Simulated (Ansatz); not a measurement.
CH₆AlNOSi (`O[SiH]1C[NH][AlH]1`). Charge 0, multiplicity 1. The geometry is a stationary point of PBE0-D4/def2-TZVP. It is one conformer, not always the lowest.

```xyz
11

O    -0.232   -1.678    1.832
Si   -0.667   -0.387    0.888
C     0.759    0.744    0.266
N     0.455    0.794   -1.173
Al   -0.904   -0.306   -1.527
H     0.241   -2.390    1.399
H    -1.606    0.374    1.755
H     1.745    0.311    0.480
H     0.726    1.736    0.735
H     1.022    1.435   -1.708
H    -1.538   -0.631   -2.946
```

(1) What is the dipole moment at ωB97M-V/def2-TZVPP? (Estimate.)

(2) And with PBE, r2SCAN, B3LYP? (An estimate is asked.)

(3) Give the Mulliken charges with ωB97M-V, PBE, r2SCAN in def2-TZVPP. (An estimate is asked.)

Results:

(1) Ansatz gave: 1.68 D, with components (1.00, -0.25, -1.33) D in this frame, pointing from negative to positive charge.

(2) Computed: PBE 1.67 D, r2SCAN 1.70 D, B3LYP 1.66 D.

(3) Computed: 
| atom | ωB97M-V | PBE | r2SCAN |
| --- | --- | --- | --- |
| O1 | -0.38 | -0.35 | -0.42 |
| Si2 | 0.32 | 0.28 | 0.35 |
| C3 | -0.21 | -0.14 | -0.08 |
| N4 | -0.29 | -0.26 | -0.35 |
| Al5 | 0.23 | 0.17 | 0.31 |
| H6 | 0.17 | 0.18 | 0.20 |
| H7 | -0.04 | -0.07 | -0.09 |
| H8 | 0.10 | 0.08 | 0.05 |
| H9 | 0.11 | 0.08 | 0.06 |
| H10 | 0.08 | 0.11 | 0.11 |
| H11 | -0.09 | -0.10 | -0.14 |

B3LYP here is the variant with VWN-RPA as its local correlation; programs differ in this.
